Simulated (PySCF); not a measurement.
Compound: C6H8O2 (charge +1 and doublet state).
Numbering: `[H]/[C+:1]=[C:2]/[C:3](=[O:4])[O:5][CH2:6][CH2:7][CH3:8]` (hydrogens: H9 on C1; H10, H11 on C6; H12, H13 on C7; H14, H15, H16 on C8)

Geometry (GFN2-xTB, Å), atoms numbered from 1 in this order:
```
atom  x, y, z in Å
C1     3.921    0.300    0.139
C2     2.740    0.271   -0.083
C3     1.343    0.298   -0.390
O4     0.840    1.297   -0.896
O5     0.702   -0.793   -0.073
C6    -0.666   -0.935   -0.475
C7    -1.469    0.350   -0.386
C8    -1.810    0.847    0.981
H9     4.954    0.296    0.357
H10   -1.066   -1.701    0.201
H11   -0.670   -1.332   -1.497
H12   -2.316    0.362   -1.075
H13   -0.709    1.112   -0.831
H14   -2.120    1.892    0.962
H15   -1.000    0.715    1.696
H16   -2.681    0.297    1.359
```

The hyperfine couplings belong to this conformer and change with its torsions.

Level of theory: PySCF, UKS B3LYP, pcH-1 on C H O, non-relativistic, mean-field spin-orbit, GIAO. Geometry: GFN2-xTB, one conformer, isolated ion. Couplings are sensitive to structure, and on GFN2-xTB geometries they can be far from those on DFT ones, by a factor of two or more for some ions and for spin on atoms past the first row. No stability test was run, so a lower SCF solution isn't excluded.

The isotropic 13C couplings are +43.7, -25.8, +15.5, -12.5, +8.0, -6.9 MHz. Assign them to C1; C2; C3; C6; C7; C8.

```csv
site,a_iso (MHz),ρ(0) (bohr⁻³),position,distance from O4 (Å),spin population,largest |T| (MHz)
C1,+8.0,+0.0071,3 bonds from O4,3.40,+0.06,12.7
C2,+43.7,+0.0389,2 bonds from O4,2.31,+0.03,11.8
C3,-25.8,-0.0229,1 bond from O4,1.23,-0.04,7.7
C6,-12.5,-0.0111,1 bond from C7,2.72,0.00,6.3
C7,+15.5,+0.0138,a main spin site,2.55,+0.28,64.8
C8,-6.9,-0.0061,1 bond from C7,3.28,+0.02,10.8
```

The isotropic 17O couplings are -52.7, +7.4 MHz. Assign them to O4; O5.

```tsv
site	a_iso (MHz)	ρ(0) (bohr⁻³)	position	distance from O4 (Å)	spin population	largest |T| (MHz)
O4	-52.7	+0.0869	largest spin population	0.00	+0.46	154.1
O5	+7.4	-0.0123	2 bonds from O4	2.25	+0.02	13.1
```

The isotropic 1H couplings, averaged over equivalent nuclei, are +152.3, +58.3, +37.3, -4.0 MHz. Assign them to H9; H10/H11; H12/H13; H14/H15/H16.

```
       site  a_iso (MHz)  ρ(0) (bohr⁻³)         position  distance from O4 (Å)  bound to  spin population there  largest |T| (MHz)
         H9         -4.0        -0.0009  4 bonds from O4                  4.42        C1                  +0.06                4.1
    H10/H11        +37.3        +0.0084  2 bonds from C7                  3.40        C6                   0.00                4.9
    H12/H13       +152.3        +0.0341   1 bond from C7                  2.43        C7                  +0.28               40.2
H14/H15/H16        +58.3        +0.0130  2 bonds from C7                  3.69        C8                  +0.02                6.8
```

ρ(0) is the spin density at the nucleus and T the dipolar tensor; entries for several nuclei are means. The largest Mulliken spin populations are on O4 (+0.46), C7 (+0.28), H13 (+0.08) and C1 (+0.06). Main spin sites, with 60 % or more of the largest population: O4, C7; positions count bonds from the nearest.

The spin density at the nucleus, in bohr⁻³, is negative for C3 (-0.0229), O5 (-0.0123) and C6 (-0.0111), for instance. A restricted open-shell determinant has no negative spin density anywhere; here it arises because α and β orbitals differ (spin polarisation).

Nuclei that the bonding pattern makes equivalent are averaged, as if the motion that swaps them (rotation, inversion, ring flip) were fast. The three 1H nuclei of mean +58.3 MHz run from 1.0 to 136.5 MHz in the frozen geometry. The 1H value of +152.3 MHz is a mean of couplings from 17.5 to 287.1 MHz in this one geometry, not an average over conformers. The 1H value of +37.3 MHz is a mean of couplings from -1.4 to 76.0 MHz in this one geometry, not an average over conformers.

C2, the radical centre as drawn in `[H]/[C+]=[C]/C(=O)OCCC`, holds a spin population of +0.03 out of 1.
